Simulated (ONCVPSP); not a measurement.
**u(r) = r·R(r): atom against pseudo-atom (nitrogen (N))**

Columns: radius, all-electron u(r) and pseudo u(r) of the 2s shell (level -18.56 eV) of nitrogen in the configuration [He] 2s2 2p3; PBE, non-relativistic, ONCV scheme, ONCVPSP 4.0.1.

```json
{"r (bohr)": "0.085", "all-electron": "-0.3658", "pseudo": "0.0536"}
{"r (bohr)": "0.170", "all-electron": "-0.3448", "pseudo": "0.1161"}
{"r (bohr)": "0.255", "all-electron": "-0.1671", "pseudo": "0.1943"}
{"r (bohr)": "0.340", "all-electron": "0.0562", "pseudo": "0.2900"}
{"r (bohr)": "0.425", "all-electron": "0.2729", "pseudo": "0.3999"}
{"r (bohr)": "0.510", "all-electron": "0.4607", "pseudo": "0.5159"}
{"r (bohr)": "0.595", "all-electron": "0.6125", "pseudo": "0.6279"}
{"r (bohr)": "0.680", "all-electron": "0.7277", "pseudo": "0.7270"}
{"r (bohr)": "0.765", "all-electron": "0.8088", "pseudo": "0.8057"}
{"r (bohr)": "0.850", "all-electron": "0.8606", "pseudo": "0.8595"}
{"r (bohr)": "0.935", "all-electron": "0.8876", "pseudo": "0.8876"}
{"r (bohr)": "1.020", "all-electron": "0.8949", "pseudo": "0.8949"}
{"r (bohr)": "1.105", "all-electron": "0.8867", "pseudo": "0.8867"}
{"r (bohr)": "1.190", "all-electron": "0.8669", "pseudo": "0.8669"}
{"r (bohr)": "1.275", "all-electron": "0.8383", "pseudo": "0.8383"}
{"r (bohr)": "1.360", "all-electron": "0.8038", "pseudo": "0.8038"}
{"r (bohr)": "1.445", "all-electron": "0.7651", "pseudo": "0.7651"}
{"r (bohr)": "1.530", "all-electron": "0.7241", "pseudo": "0.7241"}
{"r (bohr)": "1.615", "all-electron": "0.6819", "pseudo": "0.6819"}
{"r (bohr)": "1.700", "all-electron": "0.6395", "pseudo": "0.6395"}
{"r (bohr)": "1.785", "all-electron": "0.5976", "pseudo": "0.5976"}
{"r (bohr)": "1.870", "all-electron": "0.5567", "pseudo": "0.5567"}
{"r (bohr)": "1.955", "all-electron": "0.5173", "pseudo": "0.5173"}
{"r (bohr)": "2.040", "all-electron": "0.4795", "pseudo": "0.4796"}
{"r (bohr)": "2.125", "all-electron": "0.4437", "pseudo": "0.4437"}
{"r (bohr)": "2.210", "all-electron": "0.4098", "pseudo": "0.4098"}
```

How many radial nodes do the two functions have?

The all-electron 2s function has n − l − 1 = 1; the pseudo-wave has 0, since the states of the same l below it are removed with the core.

At about which radius was the pseudo-wave matched?

0.95 bohr, where the columns begin to agree (steps of 0.09 bohr).

Is the pseudo-wave norm-conserving?

Yes: the ONCV scheme keeps the norm inside the radius equal to the all-electron one, which fixes the energy derivative of the logarithmic derivative at the level.
